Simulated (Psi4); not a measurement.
Cl₂Mn (SMILES [Cl][Mn][Cl]), sextet, at a GFN2-xTB geometry (such geometries of metal compounds can be far from the true shape); WB97X-V/cc-pVDZ (Psi4).

The Psi4 input:
```
memory 2 GB

molecule {
0 6
  Mn    0.00000000    0.00000000    0.00000000
  Cl    0.00000000    0.00000000    1.97614452
  Cl   -0.00000000   -0.00000000   -1.97614452
}

set basis cc-pvdz
set reference uks

energy('wb97x-v')
print_variables()
```

**Question.** Write the output that Psi4 gives for this input, abridged.

**Answer.** 
```
   => Loading Basis Set <=

    Name: CC-PVDZ
    Role: ORBITAL
    Keyword: BASIS

         ---------------------------------------------------------
                                   SCF
               by Justin Turney, Rob Parrish, Andy Simmonett
                          and Daniel G. A. Smith
                              UKS Reference
         ---------------------------------------------------------

  ==> Geometry <==

    Molecular point group: d2h
    Full point group: D_inf_h

    Geometry (in Angstrom), charge = 0, multiplicity = 6:

       Center              X                  Y                   Z               Mass
    ------------   -----------------  -----------------  -----------------  -----------------
         MN           0.000000000000     0.000000000000     0.000000000000    54.938043910000
         CL           0.000000000000     0.000000000000     1.976144520000    34.968852682000
         CL           0.000000000000     0.000000000000    -1.976144520000    34.968852682000

  Running in d2h symmetry.

  Rotational constants: A = ************  B =      0.06172  C =      0.06172 [cm^-1]
  Rotational constants: A = ************  B =   1850.41191  C =   1850.41191 [MHz]
  Nuclear repulsion =  266.309842567240366

  Charge       = 0
  Multiplicity = 6
  Electrons    = 59
  Nalpha       = 32
  Nbeta        = 27

  ==> Algorithm <==

  SCF Algorithm Type is DF.
  DIIS enabled.
  MOM disabled.
  Fractional occupation disabled.
  Guess Type is SAD.
  Energy threshold   = 1.00e-06
  Density threshold  = 1.00e-06
  Integral threshold = 1.00e-12

  ==> Primary Basis <==

  Basis Set: CC-PVDZ
    Blend: CC-PVDZ
    Number of shells: 31
    Number of basis functions: 79
    Number of Cartesian functions: 87
    Spherical Harmonics?: true
    Max angular momentum: 3

  ==> DFT Potential <==

   => LibXC <=

    Version 7.1.2
    S. Lehtola, C. Steigemann, M. J. T. Oliveira, and M. A. L. Marques,  SoftwareX 7, 1–5 (2018) (10.1016/j.softx.2017.11.002)

   => Composite Functional: WB97X-V <=

    wB97X-V Hyb-GGA Exchange-Correlation Functional

    N. Mardirossian and M. Head-Gordon,  Phys. Chem. Chem. Phys. 16, 9904–9924 (2014) (10.1039/C3CP54374A)

    Deriv               =              1
    GGA                 =           TRUE
    Meta                =          FALSE

    Exchange Hybrid     =           TRUE
    MP2 Hybrid          =          FALSE

   => Exchange-Correlation Functionals <=

    1.0000   wB97X-V range-separated functional

   => Exact (HF) Exchange <=

    0.8330            HF,LR [omega = 0.3000]
    0.1670               HF

   => LibXC Density Thresholds  <==

    XC_HYB_GGA_XC_WB97X_V:  1.00E-14

   => VV10 Non-Local Parameters <=

    VV10 B              =     6.0000E+00
    VV10 C              =     1.0000E-02

   => Molecular Quadrature <=

    Radial Scheme          =       TREUTLER
    Pruning Scheme         =           NONE
    Nuclear Scheme         =       TREUTLER

    Blocking Scheme        =         OCTREE
    BS radius alpha        =              1
    Pruning alpha          =              1
    Radial Points          =             75
    Spherical Points       =            302
    Total Points           =          65514
    Total Blocks           =            617
    Max Points             =            256
    Max Functions          =             79
    Weights Tolerance      =       1.00E-15

   => Loading Basis Set <=

    Name: (CC-PVDZ AUX)
    Role: JKFIT
    Keyword: DF_BASIS_SCF

  ==> Integral Setup <==

  SCF_SUBTYPE=INCORE selected. In-core MEM_DF algorithm will be used.
  Using in-core AOs.

  ==> MemDFJK: Density-Fitted J/K Matrices <==

    J tasked:                   Yes
    K tasked:                   Yes
    wK tasked:                  Yes
    Omega:                3.000E-01
    Algorithm:                 Core
    Schwarz Cutoff:           1E-12
    Mask sparsity (%):       0.2243
    Fitting Condition:        1E-10

   => Auxiliary Basis Set <=

[...]
    SOCC [     2,    1,    1,    1,    0,    0,    0,    0 ]
    NA   [    10,    1,    3,    3,    0,    7,    4,    4 ]
    NB   [     8,    0,    2,    2,    0,    7,    4,    4 ]

   @DF-UKS iter   3: -2061.22696605727697   -4.81916e+01   1.14884e-01 ADIIS
   @DF-UKS iter   4: -2071.06620120927391   -9.83924e+00   2.06326e-02 DIIS/ADIIS
   @DF-UKS iter   5: -2071.23382430592164   -1.67623e-01   5.43805e-03 DIIS/ADIIS
   @DF-UKS iter   6: -2071.25360411131078   -1.97798e-02   2.76219e-03 DIIS/ADIIS
   @DF-UKS iter   7: -2071.25955727914288   -5.95317e-03   1.18146e-03 DIIS/ADIIS
   @DF-UKS iter   8: -2071.26024247520581   -6.85196e-04   3.88359e-04 DIIS/ADIIS
   @DF-UKS iter   9: -2071.26045486865905   -2.12393e-04   1.09676e-04 DIIS/ADIIS
   @DF-UKS iter  10: -2071.26046998871834   -1.51201e-05   4.30081e-05 DIIS
   @DF-UKS iter  11: -2071.26047094100659   -9.52288e-07   1.38874e-05 DIIS
   @DF-UKS iter  12: -2071.26047104668578   -1.05679e-07   1.34139e-06 DIIS
   @DF-UKS iter  13: -2071.26047104811823   -1.43245e-09   1.78612e-07 DIIS
  Energy and wave function converged.

  ==> Post-Iterations <==

   Electrons on quadrature grid:
      Nalpha   =   31.9999981181 ; deviation = -1.882e-06
      Nbeta    =   26.9999994763 ; deviation = -5.237e-07
      Ntotal   =   58.9999975944 ; deviation = -2.406e-06

   @Spin Contamination Metric:   8.160681587E-03
   @S^2 Expected:                8.750000000E+00
   @S^2 Observed:                8.758160682E+00
   @S   Expected:                2.500000000E+00
   @S   Observed:                2.500000000E+00

    Orbital Energies [Eh]
    ---------------------

    Alpha Occupied:

[...]
    Alpha Virtual:

[...]
    Beta Occupied:

[...]
    Beta Virtual:

[...]
      16B1u    3.206494

    Final Occupation by Irrep:
             Ag   B1g   B2g   B3g    Au   B1u   B2u   B3u
    DOCC [     8,    0,    2,    2,    0,    7,    4,    4 ]
    SOCC [     2,    1,    1,    1,    0,    0,    0,    0 ]
    NA   [    10,    1,    3,    3,    0,    7,    4,    4 ]
    NB   [     8,    0,    2,    2,    0,    7,    4,    4 ]

  @DF-UKS Final Energy: -2071.26047104811823

   => Energetics <=

    Nuclear Repulsion Energy =            266.3098425672403664
    One-Electron Energy =               -3388.4440717028801373
    Two-Electron Energy =                1133.7403766625741355
    DFT Exchange-Correlation Energy =     -83.1111301230078396
    Empirical Dispersion Energy =           0.0000000000000000
    VV10 Nonlocal Energy =                  0.2445115479549096
    Total Energy =                      -2071.2604710481182337

  UHF NO Occupations:
  HONO-2 :    3B3g 1.0000000
  HONO-1 :    3B2g 1.0000000
  HONO-0 :    1B1g 1.0000000
  LUNO+0 :   11 Ag 0.0026361
  LUNO+1 :    4B3g 0.0005018
  LUNO+2 :    4B2g 0.0005018
  LUNO+3 :    8B1u 0.0002358

Computation Completed

Properties will be evaluated at   0.000000,   0.000000,   0.000000 [a0]

Properties computed using the SCF density matrix

 Multipole Moments:

 ------------------------------------------------------------------------------------
     Multipole            Electronic (a.u.)      Nuclear  (a.u.)        Total (a.u.)
 ------------------------------------------------------------------------------------

 L = 1.  Multiply by 2.5417464519 to convert [e a0] to [Debye]
 Dipole X            :          0.0000000            0.0000000            0.0000000
 Dipole Y            :          0.0000000            0.0000000            0.0000000
 Dipole Z            :          0.0000000            0.0000000            0.0000000
 Magnitude           :                                                    0.0000000

 ------------------------------------------------------------------------------------

  Variable Map:
  ----------------------------------------------------------------------------
[...]
  Array Variable Map:
  ----------------------------------------------------------------------------
[...]
[...]
```
